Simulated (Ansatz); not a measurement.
Calculated with Ansatz (gas phase, PBE0-D4/def2-TZVP geometries, no zero-point term in ΔE). CCSD(T)/CBS is the MP2 limit (def2-TZVPP, def2-QZVPP) plus CCSD(T) − MP2 in def2-TZVPP, frozen cores. DFT in def2-TZVPP. B3LYP here is the variant with VWN-RPA as its local correlation; programs differ in this. Elements past krypton have def2 core potentials. For Se, Sn outer-core shells are correlated without core-valence functions, which leaves a few kJ/mol of doubt a bond. Scalar relativity is left out up to krypton. Each species was taken in one conformer, which may not be the lowest.

Reaction (formal exchange of groups at the Se–Sn bond): `C=C[Se][Sn]([CH3])([CH3])[CH3]` + silanol → `C=C[Se][SiH2]O` + `[CH3][SnH]([CH3])[CH3]`

`C=C[Se][Sn]([CH3])([CH3])[CH3]`:

Cartesian coordinates in Å:
```
C 3.059 1.704 -0.799
C 1.780 1.464 -1.050
Se 0.357 2.100 0.050
Sn -0.772 -0.172 0.327
C -1.155 -0.961 -1.629
C -2.583 0.207 1.402
C 0.571 -1.440 1.408
H 3.379 2.232 0.092
H 3.826 1.381 -1.495
H 1.479 0.937 -1.950
H -1.725 -1.888 -1.547
H -1.727 -0.240 -2.213
H -0.217 -1.173 -2.142
H -3.219 0.886 0.833
H -3.120 -0.729 1.565
H -2.356 0.658 2.368
H 1.543 -1.439 0.914
H 0.188 -2.461 1.441
H 0.692 -1.067 2.425
```

`O[SiH3]`:

Cartesian coordinates in Å:
```
O 0.104 1.246 -0.282
Si 0.121 -0.342 0.156
H -0.654 1.568 -0.770
H -1.028 -0.681 1.041
H 1.393 -0.550 0.884
H 0.064 -1.240 -1.030
```

`C=C[Se][SiH2]O`:

Z-matrix (Å, degrees):
```
Si
O 1 1.646
Se 1 2.271 2 114.4
H 1 1.486 2 112.1 3 -116.7
H 1 1.478 2 104.7 3 120.8
H 2 0.959 1 117.0 3 52.8
C 3 1.907 1 99.3 2 68.2
C 7 1.325 3 127.6 1 -25.3
H 7 1.085 3 111.4 1 154.6
H 8 1.084 7 123.1 3 -1.6
H 8 1.085 7 119.7 3 178.7
```

`[CH3][SnH]([CH3])[CH3]`:

```xyz
14

C     0.496   -1.027   -1.678
Sn   -0.098    0.485   -0.278
C     1.466    0.792    1.157
C    -1.888   -0.132    0.730
H    -0.290   -1.193   -2.415
H     1.405   -0.725   -2.200
H     0.688   -1.965   -1.154
H    -0.396    1.955   -1.119
H     1.178    1.562    1.874
H     2.384    1.105    0.658
H     1.662   -0.135    1.699
H    -1.711   -1.064    1.268
H    -2.693   -0.291    0.012
H    -2.204    0.630    1.445
```

```tsv
level	ΔE (kJ/mol)
B3LYP-D4	20.4
HF/def2-QZVPP	25.7
```

What does CCSD(T)/CBS give? (Best estimate.)

The calculation gave: +24.2 kJ/mol. The listed levels differ from it by -3.8, 1.5 kJ/mol.

Largest T1 diagnostic among the species: 0.011.

The D4 term adds +3.2 kJ/mol with B3LYP and +2.7 kJ/mol with PBE0; it sums over pairs of atoms, weighted by their polarisabilities, and B3LYP, whose exchange is more repulsive, gets the larger term.
